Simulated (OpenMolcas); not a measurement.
# 4f2 along the 56-electron sequence

```
Program             : OpenMolcas 26.06
Method              : SS-CASPT2, IPEA 0.25 Eh, imaginary shift 0.1 Eh
Basis               : ANO-R2
Scalar Hamiltonian  : X2C, finite nucleus
Spin-orbit coupling : RASSI with atomic mean-field integrals over the reference wave functions, term energies averaged over their components
```

Active space for each ion: 2 electrons in 7 orbitals (4f); closed shells correlated by CASPT2: 5s 5p.

Computed levels in cm-1 above 3H4:

```
                               Level   Ce2+   Pr3+   Nd4+
                                 3H5   1678   2310   2980
                                 3H6   3450   4720   6080
                                 3F2   4600   5380   6610
                                 3F3   5670   6880   8570
                                 3F4   5800   7280   8930
                                 1G4   8040  10410  12900
                                 1D2  16920  20170  23830
                                 1I6  19940  25970  29850
                                 3P0  21510  25720  29630
weight of 3H in the lowest level (%)     97     97     97
```

Mixed levels, with the weight of the term that names them: Ce2+ 3F4 (52 %), Ce2+ 1G4 (51 %), Pr3+ 3F4 (60 %), Pr3+ 1G4 (59 %), Nd4+ 3F4 (56 %), Nd4+ 1G4 (54 %).

Measured, with the error of the calculation in %. Measured levels: Ce2+, Pr3+ from Martin, Zalubas and Hagan, Atomic Energy Levels: The Rare-Earth Elements, NSRDS-NBS 60 (1978); Nd4+ from the list in Carvajal Gallego et al., Mon. Not. R. Astron. Soc. 518, 332 (2023).

| Level | Ce2+ | Pr3+ | Nd4+ |
| --- | --- | --- | --- |
| 3H5 | 1528 (+9.8) | 2152 (+7.2) | 2834 (+5.3) |
| 3H6 | 3127 (+10.2) | 4389 (+7.6) | 5743 (+5.8) |
| 3F2 | 3763 (+22.3) | 4997 (+7.7) | 5894 (+12.1) |
| 3F3 | 4765 (+19.0) | 6415 (+7.2) | 7785 (+10.0) |
| 3F4 |  | 6855 (+6.2) | 8311 (+7.4) |
| 1G4 |  | 9921 (+5.0) |  |
| 1D2 | 12835 (+31.8) | 17334 (+16.3) | 20551 (+16.0) |
| 1I6 | 17421 (+14.5) | 22212 (+16.9) | 26088 (+14.4) |
| 3P0 | 16072 (+33.9) | 21390 (+20.3) | 25051 (+18.3) |

The fine-structure level 3H6 changes by a factor of 1.76 from Ce2+ to Nd4+. Its fourth root runs 7.66, 8.29, 8.83, with steps per unit of Z of 0.62, 0.54; equal steps would mean a (Z - σ)^4 law with constant σ.

3F2 changes by a factor of 1.44 over the same range, with steps per unit of Z of +780, +1230 cm-1.

CASPT2 breaks the degeneracy within a term, and the mean is taken; among the terms shown or strongly mixed into the levels shown the widest spread is 930 cm-1 (4f2 1I, Ce2+). Over all roots computed the reference weight is 0.85 to 0.93 in Ce2+, 0.87 to 0.95 in Pr3+; the roots of lowest weight are the least certain, and an intruder state may touch them. Some terms miss by over 15 % even with CASPT2, which points to a basis or an active space too small for the shells correlated. Computed and measured levels are paired by configuration, term and J; levels that our copy of the source lacks, or whose pairing is in doubt (as where it misses far off the trend of its configuration), stay unpaired and out of the deviations. Levels of configurations outside the active space are missing.
